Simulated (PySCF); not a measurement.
Job file and geometry (Å, from GFN2-xTB) of an NMR shielding run on `B[Si@@H](O)C#CC`, C3H7BOSi, GIAO PBE0/pcSseg-1 NMR shielding, non-relativistic, gas phase (PySCF 2.14.0, density-fitted response routines); density fitting, a coarse starting grid and PySCF grid level 2 are the driver's defaults:

```
$ OMP_NUM_THREADS=1 python probes_run.py task.json out

{"job": {"kind": "nmr", "xc": "PBE0", "basis": "pcSseg-1"}, "charge": 0, "multiplicity": 1}
B     -2.402596     1.345950    -0.589624
Si    -1.551097    -0.311793    -0.013583
O     -1.993675    -1.489193    -1.072259
C      0.309646    -0.192777     0.001736
C      1.510621    -0.091961    -0.001987
C      2.954160     0.022308    -0.003560
H     -3.009373     1.435368    -1.584052
H     -2.314652     2.309821     0.067347
H     -1.856211    -0.814689     1.348921
H     -1.630107    -2.368632    -1.020356
H      3.292508     0.461132    -0.942671
H      3.277983     0.657216     0.821452
H      3.408405    -0.962264     0.109660
```

Task: Write the output of this run.

Result: 
```
coarse grid: 11400 points
cycle   1  E = -507.4609616270  dE =  5.594e-01  |g| = 7.685e-01  |ddm| = 3.525e+00
cycle   2  E = -507.3317848400  dE =  1.292e-01  |g| = 1.129e+00  |ddm| = 1.947e+00
cycle   3  E = -507.5726570909  dE = -2.409e-01  |g| = 1.253e-01  |ddm| = 1.358e+00
cycle   4  E = -507.5758352013  dE = -3.178e-03  |g| = 4.874e-02  |ddm| = 1.654e-01
cycle   5  E = -507.5762446235  dE = -4.094e-04  |g| = 3.092e-02  |ddm| = 6.072e-02
cycle   6  E = -507.5764740194  dE = -2.294e-04  |g| = 5.086e-03  |ddm| = 2.568e-02
cycle   7  E = -507.5764807989  dE = -6.780e-06  |g| = 9.035e-04  |ddm| = 7.503e-03
final grid: 105576 points
cycle   8  E = -507.6210127555  dE = -2.574e-05  |g| = 7.147e-03  |ddm| = 3.145e-02
cycle   9  E = -507.6210056649  dE =  7.091e-06  |g| = 9.591e-03  |ddm| = 1.576e-02
cycle  10  E = -507.6210239124  dE = -1.825e-05  |g| = 1.221e-03  |ddm| = 9.050e-03
cycle  11  E = -507.6210242219  dE = -3.095e-07  |g| = 2.972e-04  |ddm| = 1.209e-03
cycle  12  E = -507.6210242350  dE = -1.304e-08  |g| = 1.855e-04  |ddm| = 3.418e-04
cycle  13  E = -507.6210242435  dE = -8.468e-09  |g| = 2.450e-05  |ddm| = 1.476e-04
cycle  14  E = -507.6210242436  dE = -1.717e-10  |g| = 4.307e-06  |ddm| = 3.048e-05
converged SCF energy = -507.6210242436

GIAO shielding tensors (ppm)
atom      isotropic    diamagn.    paramagn.     s11        s22        s33       span
  0 B      -14.804     199.884    -214.688   -123.349    -64.078    143.016    266.365
  1 Si     392.410     880.772    -488.362    305.046    390.621    481.563    176.517
  2 O      312.451     387.176     -74.725    290.983    302.823    343.548     52.565
  3 C      102.112     261.845    -159.733      7.182     28.198    270.956    263.774
  4 C       72.254     273.701    -201.447    -23.047    -12.264    252.072    275.119
  5 C      180.738     251.581     -70.843    172.300    173.224    196.690     24.390
  6 H       21.362      29.880      -8.519      8.567     26.968     28.550     19.983
  7 H       21.696      30.524      -8.828      8.927     26.643     29.517     20.590
  8 H       25.956      29.540      -3.585     22.125     25.323     30.419      8.294
  9 H       30.525      31.834      -1.309     22.469     26.267     42.838     20.369
 10 H       29.671      28.552       1.120     24.759     27.970     36.285     11.526
 11 H       29.641      28.576       1.065     24.762     27.924     36.237     11.475
 12 H       29.628      27.934       1.694     24.743     27.956     36.185     11.442
```

Size and cost of the density-fitted run: 144 basis functions, 26 s wall time on 1 thread of an AMD EPYC 7R43 64-Core, shared host; peak memory 0.71 GiB.
